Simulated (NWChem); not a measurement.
System: Si$_{2}$H$_{3}$O$_{2}$F; SMILES F[SiH]1O[SiH2]O1

```xyz
8

F     -0.5751     2.0510     0.0000
Si     0.4583     0.8205     0.0000
O      0.1187    -0.3131    -1.1928
Si    -0.2408    -1.4740     0.0000
O      0.1187    -0.3131     1.1928
H      1.8146     1.3912     0.0000
H      0.6970    -2.6243     0.0000
H     -1.6574    -1.9158     0.0000
```
Atoms are numbered in this order, from 1.

Level: PBE0/def2-SVP (NWChem), optimised geometry, unscaled harmonic frequencies. 

Q: List the harmonic frequencies with IR intensities, and the thermochemistry.

A: 
```tsv
frequency (cm⁻¹)	IR intensity (km/mol)
155	1.6
254	4.1
376	24.9
564	12.4
597	0.0
651	0.2
707	99.4
726	0.1
822	16.5
838	272.0
860	66.2
868	42.5
982	382.1
982	453.2
1023	28.1
2287	97.0
2295	133.9
2360	90.4
```

```
Quantity                                                                            Value
-----------------------------------------------------------------------  ----------------
zero-point energy                                                           24.8 kcal/mol
thermal correction to the enthalpy at 298.15 K (with zero-point energy)     28.7 kcal/mol
heat capacity Cv                                                         19.3 cal/(mol K)
entropy at 298.15 K and 1 atm (symmetry number 1)                        74.6 cal/(mol K)
dipole moment                                                                      1.54 D
```

Rigid rotor and harmonic oscillator.
